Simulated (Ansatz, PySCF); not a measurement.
System: KS (charge 0, doublet). 
Geometry from a B3LYP-D3(BJ)/def2-TZVP (Ansatz, a first-principles code) optimisation:
```xyz
2

K      0.0000     0.0000    -1.3037
S      0.0000     0.0000     1.5481
```
Charge 0, spin multiplicity 2.

Total electronic energies in hartree. Valence correlation only, unless marked. Open shells are spin-unrestricted. Spin-orbit coupling is left out. The frozen core is the preceding noble-gas configuration, with the filled d and f shells of earlier blocks. The outer core of K, Ca and their heavier congeners is not correlated, a term that matters for these elements. No relativistic terms. CBS(X,Y): correlation extrapolated as X^-3; Hartree-Fock from the larger set. [CCSD(T)-MP2]/basis is that difference in the basis named.

| level | program | energy (Eh) |
|---|---|---|
| HF/6-31G* | Ansatz | -996.65336 |
| SVWN5/def2-TZVPD | PySCF | -995.01678 |
| revPBE-D3(BJ)/def2-TZVPD | Ansatz + dftd3 | -997.94821 |
| r2SCAN-D3(BJ)/def2-TZVPD | Ansatz + dftd3 | -998.05717 |
| PBE0/def2-TZVP | Ansatz | -997.80871 |
| PBE0/def2-QZVPP | Ansatz | (withheld) |
| r2SCAN0-D4/def2-TZVPD | Ansatz + dftd4 | -998.05591 |
| MP2/6-31G* | Ansatz | -996.75246 |
| RI-MP2/CBS(def2-TZVPP,def2-QZVPP) | Ansatz | -996.9162 |
| SCS-MP2/def2-TZVPPD | Ansatz | -996.86671 |
| CCSD/6-31G | Ansatz | -996.68743 |
| CCSD(T)/def2-QZVPPD | Ansatz | -996.93303 |
| CCSDT/def2-SVP | Ansatz | -996.61851 |
| RI-MP2/CBS(def2-TZVPP,def2-QZVPP)+[CCSD(T)-MP2]/def2-QZVPP | Ansatz | -996.9445 |
| CCSD(T)/CBS(def2-TZVPPD,def2-QZVPPD) | Ansatz | -996.9437 |

**Question.** Some entries are withheld; supply them.

**Answer.** 
- PBE0/def2-QZVPP, energy (Eh): -997.83585
